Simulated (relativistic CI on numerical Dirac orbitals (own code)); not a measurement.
## One change at a time: Nb XIX

Base calculation: Dirac-Coulomb-Breit CI, KLI orbitals optimised for each configuration, a model potential for QED, unscaled Slater integrals.

CI space (outside the closed core [Ne]): 3s2 3p6 3d5, 3s2 3p5 3d6, 3s2 3p4 3d7, 3s 3p6 3d6, 3p6 3d7, 3s 3p5 3d7, 3s2 3p6 3d4 4s, 3s2 3p6 3d4 4p, 3s2 3p6 3d4 4d, 3s2 3p6 3d4 4f, 3s2 3p5 3d5 4s, 3s2 3p6 3d3 4s2, 3s2 3p6 3d4 5s, 3s2 3p6 3d3 4p2, 3s2 3p6 3d3 4s 4d, 3p6 3d6 4s. Levels of other configurations are missing.

Variants: (1) configuration mixing switched off. Shifts of the energy above 3s2 3p6 3d5 6S_5/2, in cm⁻¹, for the lowest level and the first level of each name with at least 55 % of one term (blank where a level changes its place among those of its configuration and J or its character, or is not in the variant):

```
              Level      Base     Δ(1)
 3s2 3p6 3d5 6S_5/2       0.0      0.0
 3s2 3p6 3d5 4G_7/2   99394.4   +548.1
3s2 3p6 3d5 4G_11/2  100530.9   -370.2
 3s2 3p6 3d5 4P_3/2  101033.4  +7880.6
 3s2 3p6 3d5 4G_9/2  102836.5   -332.1
 3s2 3p6 3d5 4P_1/2  107342.2  +8549.7
 3s2 3p6 3d5 4D_7/2  120815.0  +4418.1
 3s2 3p6 3d5 4D_5/2  128166.9  +6568.3
 3s2 3p6 3d5 4D_1/2  129976.4  +5685.2
 3s2 3p6 3d5 4D_3/2  132439.1  +6569.7
3s2 3p6 3d5 2I_11/2  144489.7  -3189.0
 3s2 3p6 3d5 2D_3/2  151741.8  +9352.1
3s2 3p6 3d5 2I_13/2  152365.3  -4483.3
 3s2 3p6 3d5 4F_5/2  167942.5  +7005.0
```

At this charge energies of transitions that change n are usually good to better than 1 %, and those within a shell (Δn = 0) to a few per cent. Terms inside the open d or f shell come out 10 to 20 % too wide with unscaled integrals.

Ionisation energy from the two ground configurations alone: base 758.215 eV. The NIST ASD value (theoretical) is 758 eV.

LS names give the leading component of a level, which can be under half, so a name can repeat, a term be missing and a line seem to break the LS rules.
